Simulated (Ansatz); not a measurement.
Abridged output of a molecular run in Ansatz:

```
Functional definition: HF
385 factors; integrals over basis functions are off by at most 7.3e-4 eV
mean field evaluation 1: about -8087.7050 eV, gradient 8.6e0 eV
mean field evaluation 2: about -8087.7070 eV, gradient 8.6e0 eV
mean field evaluation 4: about -8088.0771 eV, gradient 8.0e-1 eV
mean field evaluation 8: about -8088.0818 eV, gradient 1.9e-3 eV
mean field -8088.08184413 eV, -297.2315254728 hartree, gradient 1.1e-6 eV, S^2 0.000000; 0 other end points of the search recorded, 0 dependent functions left out
4 core orbitals not correlated: weight in the atoms' cores, before any rotation towards them, 1.000 or more for the frozen orbitals, at most 0.000 for the correlated occupied ones
reference -8088.08184413 eV, -297.2315254728 hartree; 9, 9 occupied and 18, 18 virtual orbitals, 385 factors
second order -3.49808305 eV of doubles, -0.00000000 eV of singles
cycle   1  -3.76007494 eV  change   -2.6e-1 eV  update   3.8e-2
cycle   2  -3.85385409 eV  change   -9.4e-2 eV  update   1.3e-2
cycle   3  -3.85901060 eV  change   -5.2e-3 eV  update   2.6e-3
cycle   4  -3.85929725 eV  change   -2.9e-4 eV  update   6.4e-4
cycle   5  -3.85915696 eV  change    1.4e-4 eV  update   1.6e-4
cycle   6  -3.85914630 eV  change    1.1e-5 eV  update   4.2e-5
cycle   7  -3.85915130 eV  change   -5.0e-6 eV  update   1.0e-5
perturbative correction -0.06612251 eV, -0.0024299573 hartree
Total energy: -8092.00711794 eV, -297.3757766248 hartree
```

Its atoms:

Z-matrix (Å, degrees):
```
I
H 1 1.610
```

Question: Which basis set was used?
A. def2-TZVPPD
B. def2-SVP
C. def2-SVPD
D. cc-pV(Q+d)Z

Answer: B. It gives 31 functions.

Question: Write the keys of the input that set method, charge and spin (a neutral closed shell needs none for the last two).

Answer: 
```yaml
correlation: {method: ccsd_t}
```
